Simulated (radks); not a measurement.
Neutral phosphorus inside a hard spherical wall (all orbitals vanish at R), configuration held at [Ne] 3s2 3p3 and not refilled when levels cross. All-electron calculation, non-relativistic Kohn-Sham, LDA (Slater exchange, Perdew-Wang correlation), spin-polarised, spherical densities, point nucleus; open shells are filled with parallel spins first. Program: a radial shooting solver on a logarithmic mesh with Libxc functionals. Eigenvalues in eV for spin up, with the zero of energy where the potential of the charges vanishes at infinity; a dash marks a level that is unbound or too diffuse for the functional's potential to be trusted. A positive occupied level is held by the wall or, in an anion where self-interaction has pushed it up, behind a barrier. The pressure on the wall is -dE/dV.

R (bohr)  E (hartree)  kinetic (hartree)    e(2s)    e(2p)    e(3s)   e(3p)  e(4s, empty)  e(4p, empty)  pressure (GPa)
free       -340.00005            339.244  -171.96  -124.31  -14.694  -6.288        -0.399             -               0
20         -340.00005            339.244  -171.96  -124.31  -14.694  -6.288        -0.388         0.414        < 0.0001
15         -340.00005            339.244  -171.96  -124.31  -14.694  -6.288        -0.333         0.699        < 0.0001
10         -339.99999            339.245  -171.96  -124.30  -14.688  -6.282         0.148         1.853         0.00204
7          -339.99620            339.277  -171.70  -124.05  -14.513  -6.098         2.334         5.376           0.252
6          -339.98480            339.354  -171.20  -123.55  -14.177  -5.722         4.805         8.752            1.38
4          -339.73309            340.565  -165.82  -118.12  -10.531  -1.338        23.999        31.041            58.5
3.5        -339.42854            341.756  -161.76  -114.02   -7.395   2.442        38.254        46.286             169
3          -338.73745            344.111  -155.12  -107.30   -1.346   9.563        63.515        72.328             534
2.5        -337.07502            349.036  -144.25  -96.233   11.428  23.996        111.56        120.08            1910
2          -332.66550            360.480  -125.86  -77.335   42.377  56.919        213.09        217.02            8380
